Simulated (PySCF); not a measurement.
PySCF 2.14 output of a UHF calculation on a single atom or ion in aug-cc-pwCVDZ-PP with ECP60MDF (6s5p4d1f, 48 functions), with scalar relativity through the core potential:

```
SCF conv_tol = 1e-09
number electrons alpha = 11  beta = 9
cycle= 1 E= -170.911473776618  delta_E= -1.66e-11  |g|= 7.81e-07  |ddm|= 5.04e-05
converged SCF energy = -170.911473776618  <S^2> = 2.0012653  2S+1 = 3.0008434
```

The run itself started from symmetry-adapted Hartree-Fock orbitals and held the occupation by maximum overlap, so the iterations belong to that start.

Problem. Which element, charge and spin multiplicity is this?

Solution. Tl⁺ (thallium, charge +1), multiplicity 3; the state was [Xe] 4f14 5d10 6s1 7s1, high-spin 3S determinant (an excited configuration).

Energies and moments cover only the electrons outside the core potential. Spin-orbit coupling, which splits the p, d and f shells strongly at this Z, is absent. The outer electron is Rydberg-like, and this basis confines it to a smaller radius and binds it less than a complete one would.
